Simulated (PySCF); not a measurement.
**C6H6N: g tensor and hyperfine couplings**

Species: C₆H₆N (doublet state).
SMILES with atom numbers: `[CH2:1][c:2]1[cH:3][cH:4][cH:5][cH:6][n:7]1` (hydrogens: H8, H9 on C1; H10 on C3; H11 on C4; H12 on C5; H13 on C6)

Geometry (GFN2-xTB, Å), atoms numbered from 1 in this order:
```xyz
13
C6H6N angstrom
C      2.310   -0.131    0.061
C      0.931   -0.126    0.032
C      0.183    1.079   -0.125
C     -1.189    1.024   -0.149
C     -1.817   -0.213   -0.015
C     -1.012   -1.345    0.139
N      0.293   -1.323    0.162
H      2.838   -1.058    0.183
H      2.876    0.777   -0.036
H      0.711    2.016   -0.222
H     -1.776    1.923   -0.269
H     -2.891   -0.300   -0.028
H     -1.462   -2.324    0.250
```

The hyperfine couplings belong to this conformer and change with its torsions.

Theory: UKS B3LYP, pcH-1 on C H N, non-relativistic, mean-field spin-orbit, GIAO (PySCF). Isolated species at its GFN2-xTB geometry, gas phase. A GFN2-xTB geometry isn't a minimum of the functional, and hyperfine couplings can be far from their values at a DFT geometry. No stability test was run, so a lower SCF solution isn't excluded. ⟨S²⟩ is 0.779 where a pure state has 0.75.

```json
{
 "g1, g2, g3": "2.00216, 2.00292, 2.00357",
 "g_iso": "2.00288",
 "Form of g": "rhombic: the two nearest values differ by 46 % of g3 − g1",
 "⟨S²⟩": "0.7792 (exact 0.7500)",
 "HOMO–LUMO gap, α and β orbitals": "4.74, 4.15 eV"
}
```

Hyperfine couplings atom by atom, in MHz; T1 to T3 are the principal values of the dipolar part; ρ(0) is the spin density at the nucleus:

| atom | isotope | a_iso | T1 | T2 | T3 | Mulliken spin population | ρ(0) (bohr⁻³) |
| --- | --- | --- | --- | --- | --- | --- | --- |
| C1 | 13C | 59.0 | -58.5 | -57.4 | 115.9 | 0.77 | 0.0525 |
| C2 | 13C | -43.2 | -21.4 | 8.7 | 12.7 | -0.18 | -0.0384 |
| C3 | 13C | 23.9 | -20.0 | -19.5 | 39.5 | 0.25 | 0.0212 |
| C4 | 13C | -21.3 | -14.9 | 6.6 | 8.3 | -0.13 | -0.0190 |
| C5 | 13C | 25.4 | -23.0 | -21.4 | 44.3 | 0.30 | 0.0226 |
| C6 | 13C | -20.8 | -15.3 | 6.3 | 9.0 | -0.11 | -0.0185 |
| N7 | 14N | 7.6 | -8.9 | -8.4 | 17.3 | 0.19 | 0.0236 |
| H8 | 1H | -46.7 | -27.0 | -1.1 | 28.1 | -0.03 | -0.0104 |
| H9 | 1H | -45.7 | -27.1 | -1.1 | 28.3 | -0.03 | -0.0102 |
| H10 | 1H | -16.4 | -6.5 | -2.2 | 8.8 | -0.01 | -0.0037 |
| H11 | 1H | 6.2 | -2.3 | -0.9 | 3.2 | 0.00 | 0.0014 |
| H12 | 1H | -18.9 | -11.3 | -0.3 | 11.5 | -0.01 | -0.0042 |
| H13 | 1H | 5.5 | -2.5 | -0.7 | 3.2 | 0.00 | 0.0012 |

The Mulliken spin populations are largest on C1 (+0.77), C5 (+0.30), C3 (+0.25) and N7 (+0.19). Four atoms exceed +0.15. The angles at C1 add up to 360.0°, so it is planar; its axial dipolar tensor and the negative couplings of its protons fit spin in a p orbital normal to that plane.

Axes: g1 is normal to the molecular plane and g2 points within 5° of the C1–H8 bond.

Under fast tumbling the dipolar parts average out, and these isotropic splittings remain (the largest six): 1 × 1H (H8, I = 1/2, 2 lines) with 1.67 mT, 1 × 1H (H9, I = 1/2, 2 lines) with 1.63 mT, 1 × 1H (H12, I = 1/2, 2 lines) with 0.67 mT, 1 × 1H (H10, I = 1/2, 2 lines) with 0.58 mT, 1 × 14N (N7, I = 1, 3 lines) with 0.27 mT and 1 × 1H (H11, I = 1/2, 2 lines) with 0.22 mT.

H8 and H9 aren't averaged: C1 is flat or nearly so (angle sum 360°), and its turn about the short C1–C2 bond (1.38 Å) is taken as slow.

The 13C coupling of C1 (59.0 MHz) shows only in satellite lines or after enrichment, since that isotope makes up about 1.07 % of natural carbon.

The spin density at the nucleus, in bohr⁻³, is negative for C2 (-0.0384), C4 (-0.0190) and C6 (-0.0185), for instance. A restricted open-shell determinant has no negative spin density anywhere; here it arises because α and β orbitals differ (spin polarisation).
